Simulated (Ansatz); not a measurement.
`[GaH2][GaH][GeH3]` + `BCCBO` → `O[BH][GaH][GeH3]` + `BC[CH2][GaH2]`  (redistribution)

Isolated molecules relaxed with PBE0-D4/def2-TZVP in Ansatz; ΔE leaves out vibrations. CBS: MP2 limit from def2 TZ/QZ plus the TZ coupled-cluster correction, frozen cores. DFT in def2-TZVPP. For Ga, Ge outer-core shells are correlated without core-valence functions, which leaves a few kJ/mol of doubt a bond. Scalar relativity is left out up to krypton. Each species was taken in one conformer, which may not be the lowest.

Q: Is it downhill or uphill in electronic energy at CCSD(T)/CBS, and by how much? (Best estimate.)

A: The calculation gave: Uphill: ΔE = +73.5 kJ/mol.

Q: What do these levels give: PBE0-D4, ωB97X-V, B2PLYP, CCSD/def2-TZVPP, HF/def2-QZVPP, MP2/CBS(def2)? (Estimate.)

A: Computed: PBE0-D4 79.1, ωB97X-V 76.1, B2PLYP 81.9, CCSD/def2-TZVPP 76.8, HF/def2-QZVPP 99.5, MP2/CBS(def2) 71.2 kJ/mol.

Largest T1 diagnostic among the species: 0.014.

In def2-TZVPP, CCSD(T) changes the Hartree–Fock value by −25.1 kJ/mol (the triples alone add −3.5 kJ/mol) and MP2 by −27.4 kJ/mol. The D4 term adds −5.3 kJ/mol with B3LYP and −2.5 kJ/mol with PBE0; it sums over pairs of atoms, weighted by their polarisabilities, and B3LYP, whose exchange is more repulsive, gets the larger term.

B3LYP here is the variant with VWN-RPA as its local correlation; programs differ in this.
